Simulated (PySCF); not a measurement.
Input file for PySCF: R-HF/3-21G on H4OSi (SMILES O[SiH3]).

```python
from pyscf import gto, scf, dft, mp
from pyscf.data.elements import chemcore

mol = gto.M(
    atom='''
    O    -0.51022331    1.01078274    3.01196433
    Si   -0.07285105   -0.37030256    3.76705078
    H    -0.44347688    1.05028113    2.02544495
    H    -0.89126636   -1.53759605    3.33552712
    H    -0.25838269   -0.17125183    5.22134112
    H     1.34942992   -0.73143692    3.51137586
    ''',
    basis='3-21g',
    charge=0, spin=0, verbose=3, max_memory=1800)
mf = scf.RHF(mol)
mf.conv_tol = 1e-8
mf.max_cycle = 100
mf.kernel()
if not mf.converged:
    mf = mf.newton().run(mf.mo_coeff, mf.mo_occ)
```

Output:

```
converged SCF energy = -364.177100618278
```

The calculation finished and met its thresholds.

Cost: about 0.10 core-seconds (a rough figure).
